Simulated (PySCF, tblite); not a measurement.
Compound: C₅H₁₃FSSi.
Geometry (GFN2-xTB, Å), atoms numbered from 1 in this order:
```xyz
21
C5H13FSSi angstrom
C      3.543    0.505    0.299
S      2.138   -0.338   -0.484
C      0.786    0.442    0.455
Si    -0.908   -0.188   -0.174
C     -1.173    0.368   -1.974
C     -1.047   -2.072    0.053
C     -2.237    0.660    0.939
F     -2.065    2.033    0.922
H      3.456    1.577    0.144
H      4.444    0.131   -0.177
H      3.561    0.273    1.361
H      0.942    0.205    1.508
H      0.875    1.519    0.324
H     -2.084   -0.053   -2.391
H     -1.249    1.450   -2.042
H     -0.342    0.053   -2.600
H     -1.999   -2.448   -0.309
H     -0.952   -2.363    1.095
H     -0.260   -2.573   -0.501
H     -3.251    0.476    0.582
H     -2.183    0.362    1.988
```

Computed with PBE0/pcSseg-1 in PySCF (dipole) on a GFN2-xTB geometry, gas phase.

Masses are those of the commonest isotopes; rigid-rotor values at the optimised geometry. The values belong to one conformer with, in the numbering `[CH3:1][S:2][CH2:3][Si:4]([CH3:5])([CH3:6])[CH2:7][F:8]`, C1–S2–C3–Si4 178°, S2–C3–Si4–C5 -65°, C3–Si4–C7–F8 54°.

Question: What are A, B and C (MHz)?

Answer: Ia = 270.14, Ib = 671.94, Ic = 763.97 u·Å²; 505379 MHz·u·Å²/I gives A = 1871, B = 752.1, C = 661.5 MHz.

Question: Classify the top.

Answer: An asymmetric top; Ray's κ = -0.850.

Question: What does the inertial defect say?

Answer: Not planar: Δ = Ic − Ia − Ib = -178.12 u·Å². For a rigid frame Δ = −2 Σ m c², so Σ m c² = 89.06 u·Å² lies off the ab plane: 27.80 from hydrogen and 61.26 from heavier atoms. The atom farthest from that plane is 2.40 Å away.

Question: Where do the levels up to J = 3 lie, in K?

Answer: Above 0(0,0), as E/k:
J = 1: 1(0,1) 0.068, 1(1,1) 0.122, 1(1,0) 0.126
J = 2: 2(0,2) 0.203, 2(1,2) 0.253, 2(1,1) 0.266, 2(2,1) 0.427, 2(2,0) 0.427
J = 3: 3(0,3) 0.406, 3(1,3) 0.450, 3(1,2) 0.476, 3(2,2) 0.631, 3(2,1) 0.632, 3(3,1) 0.910, 3(3,0) 0.910

Question: Which types of transition are allowed, and where do some lines up to J = 4 fall?

Answer: The dipole components are |μa| = 0.05 D, |μb| = 0.39 D, |μc| = 1.09 D. The squared components, which scale the intensities, stand as 0.00 : 0.13 : 1.00 (a : b : c). Some lines, for components of 0.1 D or more:

| type | branch | J(Ka,Kc) | MHz | lower level (cm⁻¹) |
| --- | --- | --- | --- | --- |
| c | Q | 3(1,3) ← 3(0,3) | 915 | 0.282 |
| c | Q | 2(1,2) ← 2(0,2) | 1033 | 0.141 |
| b | Q | 1(1,0) ← 1(0,1) | 1209 | 0.047 |
| b | Q | 2(1,1) ← 2(0,2) | 1305 | 0.141 |
| b | R | 1(1,1) ← 0(0,0) | 2532 | 0.000 |
| b | Q | 4(2,2) ← 4(1,3) | 3127 | 0.525 |
| b | R | 3(0,3) ← 2(1,2) | 3187 | 0.176 |
| c | Q | 3(2,2) ← 3(1,2) | 3224 | 0.331 |
| b | Q | 3(2,2) ← 3(1,3) | 3767 | 0.313 |
| b | R | 2(1,2) ← 1(0,1) | 3855 | 0.047 |
| b | Q | 4(2,3) ← 4(1,4) | 3954 | 0.495 |
| b | R | 4(0,4) ← 3(1,3) | 4687 | 0.313 |
| b | R | 3(1,3) ← 2(0,2) | 5135 | 0.141 |
| b | Q | 4(3,1) ← 4(2,2) | 5761 | 0.629 |
| b | Q | 3(3,0) ← 3(2,1) | 5797 | 0.439 |
| b | Q | 3(3,1) ← 3(2,2) | 5823 | 0.438 |
| b | Q | 4(3,2) ← 4(2,3) | 5837 | 0.627 |
| b | R | 4(1,4) ← 3(0,3) | 6379 | 0.282 |
| c | R | 4(1,3) ← 3(0,3) | 7283 | 0.282 |
| c | R | 3(2,2) ← 2(1,2) | 7869 | 0.176 |
| b | Q | 4(4,0) ← 4(3,1) | 8137 | 0.821 |
| b | Q | 4(4,1) ← 4(3,2) | 8139 | 0.821 |
| b | R | 4(2,3) ← 3(1,2) | 8874 | 0.331 |
| b | R | 3(3,1) ← 2(2,0) | 10059 | 0.297 |
| c | R | 3(3,0) ← 2(2,0) | 10059 | 0.297 |
| b | R | 4(3,1) ← 3(2,2) | 11489 | 0.438 |
| b | R | 4(4,1) ← 3(3,0) | 13803 | 0.632 |

Question: Estimate the classical rotational partition function at 10 K, 25 K and 298.15 K.

Answer: Point group C1, symmetry number σ = 1; q = (√π/σ)·√((kT/h)³/(ABC)), k/h = 20836.6 MHz/K: 5530 at 10 K, 21800 at 25 K, 900000 at 298.15 K.

Its GFN2-xTB frequencies are all real (lowest 37 cm⁻¹). These are rigid-rotor constants of the computed structure; measured ground-state constants (B0) also hold zero-point vibration. A rigid rotor knows nothing of internal rotation, which can split or shift real lines.
